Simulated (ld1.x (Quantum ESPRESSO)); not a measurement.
# iron (Fe): variants of one PAW potential

Base potential:

```
Element                 : iron
Generator               : ld1.x (Quantum ESPRESSO) 7.5
Type                    : PAW
Functional              : PBE
Relativity              : scalar-relativistic
Frozen core             : [Ar]
Valence charge          : 8
Reference configuration : 3d6 4s1 4p1
Partial waves           : 4s (bound): rcut 1.80, rcutus 2.30 bohr; 4s channel at 0.45 Ry: rcut 1.80, rcutus 2.30 bohr; 4p (bound): rcut 2.15, rcutus 2.70 bohr; 4p channel at 1.2 Ry: rcut 2.15, rcutus 2.70 bohr; 3d (bound): rcut 1.60, rcutus 2.05 bohr; 3d channel at -0.25 Ry: rcut 1.60, rcutus 2.05 bohr
Local potential         : all-electron potential smoothed inside 2.20 bohr (lloc = -2)
Core correction         : Bessel-smoothed model core, default radius (core density twice the valence density)
Augmentation charge     : PSQ, radius 1.85 bohr
```

Cutoffs, loose and tight: the cutoffs (Ry, on a coarse ladder) from which the occupation-weighted sum of valence levels, in a spherical-Bessel basis at the reference potential, stays within 10 and 1 mRy of its value at 400 Ry. They do not see the model core or the augmentation charge, which bear on the density cutoff. Test errors are all-electron minus pseudo excitation energies from the reference, over the configurations 3d6 4s2 4p0; 3d6 4s1 4p0; 3d6 4s0 4p0; 3d6 4s0 4p2; 3d4 4s0 4p0; 3d7 4s1 4p0; 3d7 4s0 4p0. A dash means not determined; rows that change the core or the reference have their own tests. The largest error is taken over the tests solved by every variant that gives reliable tests at all: 3d6 4s0 4p0; 3d6 4s0 4p2; 3d6 4s1 4p0; 3d6 4s2 4p0.

The default core radius of the base comes out at 0.86 bohr.

| change | outcome | cutoff, loose | cutoff, tight | bound ghosts | largest test error (meV) |
| --- | --- | --- | --- | --- | --- |
| base | generated | 25 Ry | 40 Ry | none | -7.9 |
| functional PBEsol | generated | 25 Ry | 40 Ry | none | -9.4 |
| waves 4p (bound): rcut 2.15, rcutus 2.88 bohr; 4p channel at 1.2 Ry: rcut 2.15, rcutus 2.88 bohr | generated | 25 Ry | 40 Ry | none | -7.9 |
| local potential all-electron potential smoothed inside 1.96 bohr (lloc = -2) | generated | 25 Ry | 40 Ry | none | -7.9 |
| core correction Bessel-smoothed model core inside 2.18 bohr | generated | 25 Ry | 40 Ry | none | -6.6 |
| all radii but the core radius scaled by about 1.12 (s 2.58, p 3.02, d 2.30 bohr, rcut 2.02/2.40/1.78); local potential all-electron potential smoothed inside 2.46 bohr (lloc = -2); augmentation PSQ, radius 2.06 bohr | generated | 18 Ry | 30 Ry | none | -9.0 |
| local potential all-electron potential smoothed inside 2.50 bohr (lloc = -1) | generated | 25 Ry | 40 Ry | none | -7.9 |
| non-relativistic | generated | 25 Ry | 40 Ry | none | -5.7 |
| augmentation BESSEL, radius 1.55 bohr | generated | 25 Ry | 40 Ry | none | -7.1 |

(1) What comes out with this change to the base: reference 3d6 4s1 4p0?

(2) What comes out with this change to the base: waves 3d (bound): rcut 1.60, rcutus 2.48 bohr; 3d channel at -0.25 Ry: rcut 1.60, rcutus 2.48 bohr?

(3) What comes out with this change to the base: type ultrasoft; local potential all-electron potential smoothed inside 2.40 bohr (lloc = -1); augmentation PSQ, inside the norm-conserving radii?

Answers

(1) outcome: generated; cutoff, loose: 25 Ry; cutoff, tight: 40 Ry; bound ghosts: none; largest test error (meV): -213 over the solved tests; 4 of 7 tests not solved or not reliable.

(2) outcome: generated; cutoff, loose: 15 Ry; cutoff, tight: 21 Ry; bound ghosts: none; largest test error (meV): -9.2.

(3) outcome: generated; cutoff, loose: 25 Ry; cutoff, tight: 40 Ry; bound ghosts: none; largest test error (meV): -14.
